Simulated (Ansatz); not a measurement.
Reaction (redistribution): `OB(F)[SiH2]S` + `CC[SiH2]O` → `CC[SiH2]S` + `O[SiH2]B(O)F`

Program: Ansatz. Geometries: PBE0-D4/def2-TZVP. ΔE: electronic, gas phase. CCSD(T)/CBS is the MP2 limit (def2-TZVPP, def2-QZVPP) plus CCSD(T) − MP2 in def2-TZVPP, frozen cores. One conformer a species, not always the lowest.

| level | ΔE (kJ/mol) |
| --- | --- |
| MP2/def2-TZVPP | 5.5 |
| CCSD/def2-TZVPP | 5.4 |
| HF/def2-QZVPP | 3.8 |
| HF/CBS(def2) | 3.7 |

**Question.** What does CCSD(T)/CBS give? (Estimate.)

**Answer.** The calculation gave: +5.7 kJ/mol. The listed levels differ from it by -0.2, -0.3, -1.9, -2.0 kJ/mol.

Largest T1 diagnostic among the species: 0.013.
